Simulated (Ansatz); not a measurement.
`C=CCCCCCCCCCC` with charge +1. Charge 1, multiplicity 2. Geometry r2SCAN-D4/def2-SVP; atoms count from 1.

```tsv
atom	x (Å)	y (Å)	z (Å)
C1	5.416	0.125	-3.234
C2	4.486	1.122	-3.032
C3	3.362	1.027	-2.092
C4	2.097	0.594	-2.921
C5	0.813	0.701	-2.082
C6	0.756	-0.209	-0.864
C7	-0.637	-0.211	-0.234
C8	-0.711	-1.055	1.050
C9	-2.096	-1.108	1.662
C10	-2.608	0.207	2.271
C11	-3.977	0.106	2.915
C12	-4.001	-0.694	4.211
H13	6.248	0.259	-3.932
H14	5.357	-0.822	-2.686
H15	4.555	2.028	-3.649
H16	3.548	0.286	-1.299
H17	3.145	2.008	-1.639
H18	2.249	-0.440	-3.274
H19	2.003	1.230	-3.816
H20	0.646	1.751	-1.783
H21	-0.009	0.452	-2.782
H22	1.490	0.114	-0.102
H23	1.036	-1.240	-1.151
H24	-0.944	0.825	0.009
H25	-1.374	-0.582	-0.970
H26	0.016	-0.675	1.790
H27	-0.386	-2.082	0.793
H28	-2.076	-1.842	2.500
H29	-2.828	-1.502	0.934
H30	-1.869	0.593	2.996
H31	-2.655	0.947	1.443
H32	-4.346	1.130	3.142
H33	-4.704	-0.300	2.188
H34	-5.004	-0.712	4.660
H35	-3.700	-1.742	4.017
H36	-3.298	-0.291	4.959
```

Estimate the Mulliken populations of the heavy atoms from the PBE0/def2-SVP orbitals of Ansatz.


```
atom  charge (e)  spin (α − β)
  C1        0.05          0.47
  C2       -0.04          0.17
  C3       -0.06          0.02
  C4       -0.09          0.08
  C5       -0.05          0.04
  C6       -0.09          0.00
  C7       -0.10          0.03
  C8       -0.04          0.02
  C9       -0.07          0.04
 C10       -0.10          0.02
 C11       -0.09          0.01
 C12       -0.10          0.02
```
Mulliken values depend strongly on the basis.

Where does the spin sit?

Summed by element: C 0.92, H 0.08, of 1 unpaired in all. Largest on single atoms: C1 0.47, C2 0.17, C4 0.08.

And the Mayer bond orders between heavy atoms (over 0.3)?

C1–C2 1.57 (1.38 Å); C2–C3 1.13 (1.47 Å); C3–C4 0.94 (1.57 Å); C4–C5 1.05 (1.54 Å); C5–C6 1.06 (1.52 Å); C6–C7 1.07 (1.53 Å); C7–C8 1.04 (1.54 Å); C8–C9 1.10 (1.52 Å); C9–C10 1.03 (1.54 Å); C10–C11 1.09 (1.52 Å); C11–C12 1.08 (1.52 Å).
